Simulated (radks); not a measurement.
Values are calculated unless marked as measured or tabulated.
The hydrogen anion H- inside a hard spherical wall (all orbitals vanish at R), configuration held at [He] and not refilled when levels cross. Code: a radial shooting solver on a logarithmic mesh with Libxc functionals. Model: scalar-relativistic Kohn-Sham, PBE, spin-unpolarised, spherical densities, finite nucleus; Gaussian nuclear charge, rms radius 0.8783 fm. Eigenvalues in eV, with the zero of energy where the potential of the charges vanishes at infinity; a dash marks a level that is unbound or too diffuse for the functional's potential to be trusted. A positive occupied level is held by the wall or, in an anion where self-interaction has pushed it up, behind a barrier. The pressure on the wall is -dE/dV.

R (bohr)  E (hartree)  kinetic (hartree)   e(1s)  e(2s, empty)  e(2p, empty)  pressure (GPa)
20           -0.52725              0.506   1.410             -             -        0.000594
12           -0.52500              0.510   1.800         4.102         4.221          0.0128
8            -0.51544              0.536   2.604         7.764         7.156           0.217
7            -0.50713              0.559   3.104         9.853         8.638           0.543
5            -0.45473              0.687   5.389        18.881        14.478            4.95
4            -0.36843              0.870   8.222        29.785        21.058            19.6
3            -0.12682              1.310  14.577        54.148        35.147             106
2.5           0.16009              1.773  21.072        79.128        49.219             296
2             0.75120              2.643  33.110        125.65        74.961            1010
